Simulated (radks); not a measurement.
Charge is removed step by step from the 3s1/2 level of the argon ion Ar2+, starting from [Ne] 3s2 3p4. Calculated with a radial shooting solver on a logarithmic mesh with Libxc functionals: Dirac Kohn-Sham, PBE, spin-unpolarised, spherical densities, point nucleus; open shells fill j = l - 1/2 first.

| removed (e) | E - E(0) (eV) | eigenvalue (eV) | E minus straight line (eV) |
|---|---|---|---|
| 0 | 0.000 | -50.530 | 0.000 |
| 0.25 | 13.106 | -54.329 | -1.451 |
| 0.5 | 27.170 | -58.190 | -1.945 |
| 0.75 | 42.206 | -62.111 | -1.466 |
| 1 | 58.230 | -66.088 | 0.000 |

Removing the whole electron costs 58.230 eV by Delta-SCF, against 50.530 eV from minus the eigenvalue at the starting occupation. Slater's transition state (half an electron removed) gives 58.190 eV. Integrating minus the eigenvalue over the occupation (Janak's theorem) gives 58.230 eV. The mean slope of the eigenvalue, de/dn, is 15.6 eV per electron.
